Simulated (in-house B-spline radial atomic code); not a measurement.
The numbers below are computed, except where a source is named.
## Li in an electron gas of r_s = 4: phase shifts, screening and friction

A nucleus sits in a uniform electron gas with a rigid positive background. The Kohn-Sham equations are solved self-consistently in the spin-unpolarised LDA (PW92), non-relativistic, on B-splines with outgoing waves at the boundary and partial waves to l = 8. The model has no lattice, no bands and no magnetic solution. Atomic units; δ_l are the phase shifts at the Fermi level, counted so that each bound state adds π, and good to about 0.0005.

The density parameter is r_s = 4 bohr.

```csv
l,δ_l (rad)
0,3.4867
1,0.4365
2,-0.0116
3,-0.0040
4,0.0002
5,-0.0001
6,0.0000
7,-0.0001
8,0.0000
```

Bound levels below the band bottom (hartree): s -1.635.

(1) Check the Friedel sum rule, and say where the screening charge sits.

(2) Find the transport cross section and the electronic stopping of a 2 keV Li ion (mass 6.94 u).

Results:

(1) k_F = (9π/4)^(1/3)/r_s = 0.47979. The rule is Z = (2/π) Σ (2l + 1) δ_l. The terms are s 2.220, p 0.834, d -0.037, f -0.018 and -0.001 beyond, in all 2.998 against Z = 3. Bound states hold 2 s, 0 p, 0 d electrons, so the scattering states carry 1.00 in all.

(2) σ_tr = (4π/k_F²) Σ (l + 1) sin²(δ_l − δ_(l+1)). The terms for l = 0 to 3 are 0.0083, 0.3754, 0.0002, 0.0001, all together 0.3840, so σ_tr = 54.589 × 0.3840 = 20.962 bohr². With n = 3/(4π r_s³) = 0.00373, the friction coefficient is Q = n k_F σ_tr = 0.0375. For v well below v_F = 0.480, dE/dx = Q v; with 24801 eV per u at v = 1, v = √(2000/(24801 × 6.94)) = 0.1078, so dE/dx = 0.00404 hartree/bohr = 2.08 eV/nm. The largest term couples the p and d waves.
